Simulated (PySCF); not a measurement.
Al(H)(OMe)(OSiH3) (CH₇AlO₂Si), SMILES C[O][AlH][O][SiH3]. Atoms are numbered in the order given.

```xyz
12

Al    -0.6833     0.6653     0.8219
H     -1.1974     1.0622     2.2429
O     -1.2823     1.5195    -0.5083
C     -1.1633     1.5670    -1.8994
H     -0.8030     2.5600    -2.2243
H     -0.4618     0.8083    -2.2958
H     -2.1452     1.3997    -2.3782
O      0.4446    -0.5865     0.6084
Si     1.5375    -1.7776     0.2867
H      0.9701    -3.1109     0.6444
H      2.7871    -1.5609     1.0734
H      1.8893    -1.7876    -1.1651
```
Charge 0, spin multiplicity 1.

The structure is a stationary point at B3LYP-D3(BJ)/def2-SVP. The values are those of a single conformer.

Method: TDDFT-PBE/def2-SVPD run with PySCF.

Vertical excitations. 

| state | energy (eV) | λ (nm) | f | main pairs |
|---|---|---|---|---|
| S1 | 5.59 | 222 | 0.003 | HOMO→LUMO 99 % |
| S2 | 5.65 | 220 | 0.002 | HOMO−1→LUMO 89 % |
| S3 | 5.72 | 217 | 0.000 | HOMO−1→LUMO+1 99 % |
| S4 | 6.05 | 205 | 0.112 | HOMO→LUMO+1 86 % |
| S5 | 6.22 | 199 | 0.004 | HOMO−2→LUMO 98 % |
| S6 | 6.25 | 198 | 0.003 | HOMO−2→LUMO+1 90 % |
| S7 | 6.33 | 196 | 0.009 | HOMO−3→LUMO 89 % |
| S8 | 6.50 | 191 | 0.037 | HOMO−3→LUMO+1 97 % |
| S9 | 6.80 | 182 | 0.002 | HOMO→LUMO+2 72 %, HOMO→LUMO+3 27 % |
| S10 | 6.85 | 181 | 0.003 | HOMO→LUMO+3 73 %, HOMO→LUMO+2 25 % |
| T1 | 5.38 | 230 | 0 | HOMO→LUMO+1 93 % |
| T2 | 5.44 | 228 | 0 | HOMO→LUMO 92 % |
| T3 | 5.52 | 225 | 0 | HOMO−1→LUMO 94 % |
| T4 | 5.62 | 221 | 0 | HOMO−1→LUMO+1 93 % |
Triplets are in the Tamm–Dancoff approximation, which puts them higher than full response would, so one can lie above its singlet here.
